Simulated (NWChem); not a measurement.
C$_{4}$H$_{3}$ClO; SMILES Clc1ccoc1

```xyz
9

Cl    -0.0184     1.9940     0.0000
C      0.0006     0.2817     0.0000
C      1.1593    -0.5553     0.0000
C      0.6742    -1.8280     0.0000
O     -0.6721    -1.8269     0.0000
C     -1.0853    -0.5449     0.0000
H      2.1988    -0.2383     0.0000
H      1.1547    -2.8031     0.0000
H     -2.1557    -0.3619     0.0000
```
Atoms are numbered in this order, from 1.

All runs use the structure optimised with PBE0/def2-SVP.

Symmetry labels are those of Cs in the frame above (b1 and b2, or b-type labels, depend on it).

Task: List the 4 lowest vertical singlet excitations from B3LYP/6-31+G* (spherical d), full TDDFT (NWChem).

Result: 
```
state  energy (eV)  oscillator strength  symmetry  leading excitation (squared amplitude)
-----  -----------  -------------------  --------  --------------------------------------
S1            5.82                0.000        a"                    HOMO → LUMO+1 (0.89)
S2            5.90                0.104        a'                      HOMO → LUMO (0.93)
S3            6.04                0.002        a"                    HOMO → LUMO+2 (0.90)
S4            6.41                0.025        a'                    HOMO−1 → LUMO (0.50)
```
